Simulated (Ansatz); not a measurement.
Geometry optimisation, Ansatz, RHF/def2-SVP.

The input (input.yaml):

```yaml
crystal:
  periodic: [false, false, false]
  atoms:
    - { symbol: Al, position_ang: [0.0, 0.0, 0.0] }
    - { symbol: "N", position_ang: [0.0, 0.0, 2.27] }
    - { symbol: H, position_ang: [-0.877, -0.2713, 2.8] }
    - { symbol: H, position_ang: [0.877, 0.2713, 2.8] }
    - { symbol: F, position_ang: [1.4635, 0.0, -0.845] }
    - { symbol: F, position_ang: [-1.4635, 0.0, -0.845] }
    - { symbol: Cl, position_ang: [-0.3164, 2.38, 0.7978] }
    - { symbol: H, position_ang: [-0.1701, 1.2795, 2.0062] }
basis:
  gaussian: { orbitals: def2-SVP }
hamiltonian:
  xc: hf
relax:
  f_tol: 0.15
  max_steps: 25
  restrain:
    - { distance: [0, 6], at: 2.23, k: 30.0 }
    - { distance: [7, 1], at: 1.06, k: 30.0 }
    - { distance: [0, 1], at: 3.12, k: 30.0 }
    - { distance: [7, 6], at: 2.57, k: 30.0 }
```

Command:

```bash
$ ansatz run input.yaml --threads 1 --pin off --max-ram 2048MiB --backend cpu --events-out ev --progress --plain --runs-dir out
```

**Question.** Where does it end, and by what steps?

**Answer.** The run converged. The restraints hold the end off the free minimum. After 7 steps the energy has fallen by 2.382 eV (the restraints' own energy left out); Al1 moved furthest, 0.75 Å.

```
step  energy less start (eV)  largest force component (eV/Å)  accepted
   0                  0.0000                           3.372       yes
   1                 -0.7435                           4.827       yes
   2                 -1.3130                           4.085       yes
   3                 -1.6929                           3.777       yes
   4                 -1.9348                           6.117       yes
   5                 -2.3628                           1.345       yes
   6                 -2.3628                           1.271       yes
   7                 -2.3818                           1.409       yes
```

```xyz
8
Properties=species:S:1:pos:R:3
Al -0.062 0.526 -0.524
N -0.019 0.125 2.540
H -0.784 -0.321 3.014
H 0.821 -0.028 3.070
F 1.408 -0.027 -0.982
F -1.419 -0.284 -0.945
Cl -0.235 2.532 0.319
H -0.196 1.137 2.492
```

Time of the run: 15 s on 1 thread of Arm Neoverse V2 (shared host), peak memory 0.17 GiB.
